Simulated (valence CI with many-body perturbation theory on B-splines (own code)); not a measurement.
Results of a calculation; reference values are marked as such.
## From CI to CI+MBPT in Yb XXX

Method: valence CI with perturbative core correlation (CI+MBPT): five valence electrons over a frozen Dirac-Fock core [Kr], radial functions for each j: 7 s, 7 p, 8 d, 6 f, 4 g, 1 h, with the one-electron correlation potential Σ1 (screened to all orders), the two-electron term Σ2, the three-electron term Σ3, Breit, model QED; selected single and double excitations, second order for the rest (own B-spline code, finite nucleus).

The last digits are not significant, and no measured levels were compared; by estimate large intervals hold to a few tenths of a per cent, small ones and those within an open d or f shell to about a per cent. Only levels of the ground parity were solved; by the run's estimate the other parity begins above the list, which can be wrong where configurations are misplaced.

Each rung adds one term. CI alone is the Dirac-Coulomb CI over the frozen core; QED comes last and gives the full result, which names the levels. Energies are above (4d3/2^4 4d5/2) J=5/2 on the same rung, in cm⁻¹. A blank means that the level has no clear partner on that rung.

Levels are named by their leading jj configuration (3d3/2^4 stands for four electrons in 3d with j = 3/2), which in mixed levels can hold well under half, so a name can repeat and another be missing. Letters in brackets count levels of one name in rising energy.

| Level | CI alone |
| --- | --- |
| (4d3/2^3 4d5/2^2) J=5/2 [a] | 70620 |
| (4d3/2^3 4d5/2^2) J=7/2 [a] | 108112 |
| (4d3/2^3 4d5/2^2) J=3/2 [a] | 109801 |
| (4d3/2^3 4d5/2^2) J=11/2 | 117058 |
| (4d3/2^3 4d5/2^2) J=9/2 | 126681 |
| (4d3/2^3 4d5/2^2) J=5/2 [b] | 131246 |
| (4d3/2^3 4d5/2^2) J=1/2 | 135198 |
| (4d3/2^3 4d5/2^2) J=7/2 [b] | 149676 |
| (4d3/2^2 4d5/2^3) J=5/2 [a] | 176625 |
| (4d3/2^3 4d5/2^2) J=3/2 [b] | 180577 |
| (4d3/2^2 4d5/2^3) J=7/2 [a] | 197764 |
| (4d3/2^2 4d5/2^3) J=11/2 | 204858 |
| (4d3/2^2 4d5/2^3) J=9/2 [a] | 209173 |
| (4d3/2^2 4d5/2^3) J=1/2 [a] | 212173 |
| (4d3/2^2 4d5/2^3) J=13/2 | 223449 |
| (4d3/2^2 4d5/2^3) J=3/2 [a] | 216809 |

Task: What do these energies become with core correlation, Breit and QED?

Result: (4d3/2^3 4d5/2^2) J=5/2 [a] 70174 (-446); (4d3/2^3 4d5/2^2) J=7/2 [a] 104169 (-3943); (4d3/2^3 4d5/2^2) J=3/2 [a] 107523 (-2278); (4d3/2^3 4d5/2^2) J=11/2 111016 (-6042); (4d3/2^3 4d5/2^2) J=9/2 121059 (-5623); (4d3/2^3 4d5/2^2) J=5/2 [b] 126821 (-4425); (4d3/2^3 4d5/2^2) J=1/2 132361 (-2837); (4d3/2^3 4d5/2^2) J=7/2 [b] 142662 (-7014); (4d3/2^2 4d5/2^3) J=5/2 [a] 174542 (-2084); (4d3/2^3 4d5/2^2) J=3/2 [b] 177379 (-3198); (4d3/2^2 4d5/2^3) J=7/2 [a] 192858 (-4907); (4d3/2^2 4d5/2^3) J=11/2 197691 (-7167); (4d3/2^2 4d5/2^3) J=9/2 [a] 202640 (-6533); (4d3/2^2 4d5/2^3) J=1/2 [a] 208218 (-3956); (4d3/2^2 4d5/2^3) J=13/2 213784 (-9664); (4d3/2^2 4d5/2^3) J=3/2 [a] 214881 (-1928).

Task: How does the ionisation energy move along the ladder, and which term matters most?

Result: CI alone 1108.9, + Σ1 1111.4, + Σ2 1114.5, + Σ3 1114.6, + Breit 1114.3, + QED 1114.4 eV. The largest step is Σ2, 3.1 eV. NIST lists 1114 ± 4 eV (theoretical).
